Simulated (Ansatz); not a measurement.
Mulliken charges of C₂H₅BBrCl (`BCC(Cl)Br`) from B3LYP/def2-TZVPP in Ansatz (PBE0-D4/def2-TZVP geometry).

```tsv
atom	x (Å)	y (Å)	z (Å)	charge (e)
B1	-1.446	0.302	-0.345	-0.102
C2	-0.070	-0.428	-0.391	-0.144
C3	1.004	0.167	0.479	0.016
Cl4	0.570	0.013	2.191	-0.112
Br5	2.744	-0.650	0.148	-0.106
H6	-1.554	1.400	0.117	0.048
H7	-2.398	-0.221	-0.843	0.049
H8	0.244	-0.360	-1.446	0.091
H9	-0.165	-1.502	-0.201	0.109
H10	1.155	1.227	0.293	0.152
```

By hand: the dipole of these point charges (1 e Å = 4.8032 D).

Σ q r = (-0.193, 0.147, -0.307) e Å, of length 0.391 e Å = 1.88 D.

How does the dipole of the full density compare? (Estimate.)

The calculation gave: (-0.213, 0.089, -0.294) e Å, 1.80 D; the point charges give 1.04 times that, at 9° from its direction.

Point charges leave out the atoms' own dipoles, such as those of lone pairs, and Mulliken's split depends on the basis, so the close match here is no proof of good charges.

B3LYP here is the variant with VWN-RPA as its local correlation; programs differ in this.
